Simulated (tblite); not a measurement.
H3O4P, triplet, at a GFN2-xTB geometry (a higher spin typed on purpose: for a closed-shell molecule this is an excited state); GFN1-xTB (tblite).

The tblite input:
```
$ tblite run mol.xyz --method gfn1 --charge 0 --spin 2 --grad --json tblite.json --no-restart

# file mol.xyz
8

O      0.77918714     0.89800259     1.38981789
P     -0.01342712    -0.03654108     0.29402552
O      1.07614325    -0.55931002    -0.64721325
O     -0.93075699    -1.31479553    -0.92120897
O     -0.86101349     1.15096454    -0.32530846
H      1.63291358     0.52824969     1.60995054
H     -0.53564913    -2.18592303    -0.95431307
H     -1.40433700     0.80689686    -1.03471785
```

### Question
What does tblite print? Leave out banner, timings and long lists.

### Answer

```
xTB calculator
 | screened Coulomb repulsion
 | Coulomb electrostatics
 |  * isotropic Klopman-Ohno-Mataga-Nishimoto electrostatics
 |  * onsite third-order electrostatics
 | DFT-D3(BJ) dispersion correction

halogen bonding energy    0.0000000000000E+00 Eh
repulsion energy          1.0009429040399E-01 Eh
dispersion energy        -2.2075885296515E-03 Eh
number of electrons       3.2000000000000E+01 e
integral cutoff           2.3778036236194E+01 bohr

------------------------------------------------------------
  cycle        total energy    energy error   density error
------------------------------------------------------------
      1     -22.23645235279  -2.2334339E+01   7.3876640E-01
      2     -21.70016396642   5.3628839E-01   5.8339614E-01
      3     -21.90414314979  -2.0397918E-01   4.6367451E-01
      4     -22.98160477863  -1.0774616E+00   8.1112633E-02
      5     -23.00864151862  -2.7036740E-02   3.8840217E-02
      6     -23.01339269514  -4.7511765E-03   1.7739702E-02
      7     -23.01316372363   2.2897151E-04   1.0176011E-02
      8     -23.01369229183  -5.2856820E-04   3.3381307E-03
      9     -23.01374212770  -4.9835874E-05   1.0565952E-03
     10     -23.01374821908  -6.0913789E-06   2.4445352E-04
     11     -23.01374851565  -2.9657246E-07   7.7484116E-05
     12     -23.01374854958  -3.3926998E-08   1.9601083E-05
------------------------------------------------------------

electronic energy        -2.3111635251455E+01 Eh
total energy             -2.3013748549581E+01 Eh

Post processing:
 | Mayer-Wiberg bond orders

[Info] Tight-binding results written to 'tblite.txt'
[Info] JSON dump of results written to 'tblite.json'
```
